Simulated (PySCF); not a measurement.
C3H7Si, SMILES C1C[SiH]C1 (connectivity only; charge and spin as stated), charge +1, multiplicity 1.

Geometry optimised at r2SCAN-D4/def2-SVP. A frequency run showed that this geometry is not a minimum. The multiplicity is an assumed one; no other spin state was optimised. The isomer is the one that the SMILES or the coordinates give; other isomers of the formula were not compared.

Two levels are set side by side: PBE/def2-TZVP (PySCF) and PBE0/def2-TZVP (PySCF). Same geometry, gas phase. Differences are taken from unrounded values.

```json
[
 {"quantity": "orbital gap (eV)", "PBE0": "5.73"},
 {"quantity": "highest occupied level (eV)", "PBE0": "-14.10"},
 {"quantity": "lowest empty level (eV)", "PBE0": "-8.37"},
 {"quantity": "mean polarisability (bohr³)", "PBE0": "52.0"}
]
```

### Question
What does PBE give, and how far is it from PBE0? (Estimate from the structure and the level; the computed values follow.)

### Answer

```
quantity                        PBE  PBE minus PBE0
---------------------------  ------  --------------
orbital gap (eV)               3.61           -2.12
highest occupied level (eV)  -12.87            1.23
lowest empty level (eV)       -9.26           -0.89
mean polarisability (bohr³)    53.7             1.6
```

Without exact exchange PBE keeps part of each electron's self-repulsion, which lifts occupied levels and narrows the gap. Loosely held outer electrons make PBE densities more polarisable. Differences between two approximate levels are no errors against the true value.

Rough cost on one machine, each run with all the roots and properties that it gave: PBE0 against PBE within a factor of 2.
